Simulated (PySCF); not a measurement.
Method: ωB97X-D3(BJ)/def2-TZVP // PBE0-D3(BJ)/def2-TZVP in PySCF. All species are isolated molecules in the gas phase. One relaxed conformer stands for a flexible species; it need not be the lowest. Excitations are Tamm–Dancoff values on a coarser integration grid. The basis has no diffuse functions, so Rydberg states are missing or too high.

Reference species (SMILES): `B(N)=C` (neutral, multiplicity 1).

```json
{
 "S1–T1 gap (TDA)": "0.31 eV",
 "S1 oscillator strength": "0.000",
 "HOMO–LUMO gap": "10.52 eV"
}
```

Changed species: `B(=C\N)/[H]`.

Problem. Give the shifts of the S1–T1 gap (TDA), S1 oscillator strength and HOMO–LUMO gap.

Solution. the S1–T1 gap (TDA) rises by 0.06 eV, to 0.37 eV; the S1 oscillator strength is nearly the same; the HOMO–LUMO gap decreases by 2.17 eV, to 8.35 eV.
